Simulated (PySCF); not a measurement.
A species of formula C5H8FNO has this rotational fingerprint, computed with PBE0/def2-SVPD in PySCF (dipole) on a GFN2-xTB geometry, gas phase:

- Rotational constants: A = 5254, B = 1066, C = 896.2 MHz
- Dipole components: |μa| = 1.15 D, |μb| = 2.76 D, |μc| = 0.00 D
- Inertial defect: -6.26 u·Å²
- κ: -0.92

Task: Which candidate fits, each taken in the one conformer that was computed?
A. `[O:1]=[C:2]1[NH:3][CH2:4][CH2:5][C@@H:6]1[CH2:7][F:8]` with C5–C6–C7–F8 70°, O1–C2–N3–C4 179°, C2–N3–C4–C5 18°, N3–C4–C5–C6 -26°, C4–C5–C6–C7 147°
B. `[CH2:1]=[C:2]([F:3])[NH:4][C:5](=[O:6])[CH2:7][CH3:8]` with C1–C2–N4–C5 0°, C2–N4–C5–O6 0°, N4–C5–C7–C8 180°
C. `[CH2:1]=[C:2]([F:3])[N:4]([CH3:5])[C:6]([CH3:7])=[O:8]` with C1–C2–N4–C5 31°, C2–N4–C6–C7 5°

Result: B. It is C=C(F)NC(=O)CC, a near-prolate asymmetric top, point group Cs. The candidates at the same level (rigid rotor, commonest isotopes):

```
          SMILES  A (MHz)  B (MHz)  C (MHz)  μa (D)  μb (D)  μc (D)  Δ (u·Å²)  point group                        rotor
C=C(F)N(C)C(C)=O     3046     1841     1246    2.34    0.43    0.75    -34.76           C1               asymmetric top
O=C1NCC[C@@H]1CF     3264     1636     1142    2.37    3.40    0.30    -21.31           C1               asymmetric top
  C=C(F)NC(=O)CC     5254     1066    896.2    1.15    2.76    0.00     -6.26           Cs  near-prolate asymmetric top
```

`C=C(F)N(C)C(C)=O` has B 73 % too high; `O=C1NCC[C@@H]1CF` has B 53 % too high. In the right answer the mirror of this Cs structure is the ab plane, so μc vanishes by symmetry. No structure here is proved a minimum.
